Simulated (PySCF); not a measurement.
Ni(Cp)2, C10H10Ni, triplet (GFN2-xTB optimised geometry):

```
21

Ni    -0.015     0.149     0.000
C      2.181     0.149     0.000
C      1.722     1.493     0.000
C      0.980     1.702    -1.192
C      0.980     0.489    -1.928
C      1.723    -0.471    -1.192
H      2.869    -0.282     0.711
H      2.002     2.254     0.710
H      0.601     2.650    -1.539
H      0.601     0.359    -2.929
H      2.003    -1.453    -1.539
C     -1.885     0.781     0.963
C     -1.108     0.054     1.902
C     -0.937    -1.265     1.404
C     -1.610    -1.352     0.157
C     -2.195    -0.088    -0.116
H     -2.283     1.772     1.108
H     -0.816     0.400     2.881
H     -0.494    -2.089     1.940
H     -1.763    -2.254    -0.414
H     -2.869     0.132    -0.929
```

Method: unrestricted B3LYP/def2-SVP run with PySCF 2.14.0.

Q: What are the frontier orbital energies (α orbitals alone; a β orbital can be the lowest empty one) and the dipole moment?

A: HOMO-2 -6.85 eV, HOMO-1 -4.93 eV, HOMO -4.93 eV, LUMO 1.07 eV, LUMO+1 1.19 eV; dipole moment 0.00 D.

On the same geometry unrestricted PBE/def2-SVP (PySCF 2.14.0) gives HOMO-2 -5.82 eV, HOMO-1 -3.78 eV, HOMO -3.78 eV, LUMO 0.41 eV, LUMO+1 0.41 eV; dipole moment 0.00 D.

Meta-Löwdin charges at B3LYP/def2-SVP: Ni1 1.02, C2 -0.21, C3 -0.21, C4 -0.21, C5 -0.21, C6 -0.21, H7 0.11, H8 0.11, H9 0.11, H10 0.11, H11 0.11, C12 -0.21, C13 -0.21, C14 -0.21, C15 -0.21, C16 -0.21, H17 0.11, H18 0.11, H19 0.11, H20 0.11, H21 0.11.
